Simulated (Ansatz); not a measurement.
Cost and result up the ladder for In5P5H18, a cluster cut from wurtzite InP (hydrogen-capped) (28 atoms). The state is a singlet with charge 0. Geometry: r2SCAN-D4/def2-SVP.

```xyz
28

P    -0.444   -0.107   -4.136
In    0.057    2.129   -2.777
P     0.531    1.130   -0.408
In    1.461    2.923    1.252
P     2.153    1.356    3.292
In   -2.164   -2.047   -3.748
P    -1.591   -2.247   -1.161
In   -1.361   -0.271    0.530
P    -0.288   -1.516    2.558
In    0.795   -0.386    4.705
H    -0.675    0.306   -5.477
H     0.805   -0.741   -4.378
H     1.551    2.696   -3.427
H    -1.462    2.940   -2.696
H     1.581    0.184   -0.587
H     2.963    3.499    0.630
H     0.115    3.829    1.834
H     3.362    0.702    2.930
H     2.727    2.225    4.262
H    -1.558   -3.485   -4.480
H    -3.744   -1.370   -3.806
H    -0.373   -2.970   -1.039
H    -2.439   -3.218   -0.561
H    -2.873    0.444    0.918
H     0.685   -2.376    1.979
H    -1.204   -2.526    2.965
H    -0.497    0.451    5.471
H     1.888   -1.551    5.354
```

Ansatz on 4 threads of Arm Neoverse V1 on a shared host. Times are rough, and most runs start from the orbitals of an earlier one. PBE0-D4/def2-SVP serves as the yardstick here, not as an exact answer. Differences are given only for rows in sets of like size (and for xTB, whose basis is part of the method), since another set adds its own error. Binding counts from free atoms at the same level (P quartet, In doublet, H doublet; other spins of the atoms weren't run), without zero-point energy or a counterpoise term.

In the def2 sets In takes a core potential, while STO-3G treats all electrons; there is no spin–orbit coupling. Correlated methods freeze 45 core orbitals; core or outer-core shells of In are correlated, in sets that lack core-valence functions.

Correlated methods converge slowly with the basis, most of all in double-zeta sets.

```json
{"level": "HF/STO-3G", "functions": "198", "wall time": "15 s"}
{"level": "PBE-D4/def2-SVP (with forces)", "functions": "310", "wall time": "16 s"}
{"level": "PBE0-D4/def2-SVP", "functions": "310", "wall time": "26 s"}
{"level": "r2SCAN-D4/def2-SVP", "functions": "310", "wall time": "29 s"}
{"level": "MP2/def2-SVP", "functions": "310", "wall time": "36 s"}
```

Estimate what each level gives for the binding energy per atom (eV).


```json
{"level": "HF/STO-3G", "binding energy per atom (eV)": "3.10", "difference from PBE0-D4/def2-SVP (eV)": "–"}
{"level": "PBE-D4/def2-SVP (with forces)", "binding energy per atom (eV)": "2.43", "difference from PBE0-D4/def2-SVP (eV)": "0.00"}
{"level": "PBE0-D4/def2-SVP", "binding energy per atom (eV)": "2.43", "difference from PBE0-D4/def2-SVP (eV)": "0.00"}
{"level": "r2SCAN-D4/def2-SVP", "binding energy per atom (eV)": "2.44", "difference from PBE0-D4/def2-SVP (eV)": "0.01"}
{"level": "MP2/def2-SVP", "binding energy per atom (eV)": "2.22", "difference from PBE0-D4/def2-SVP (eV)": "-0.21"}
```
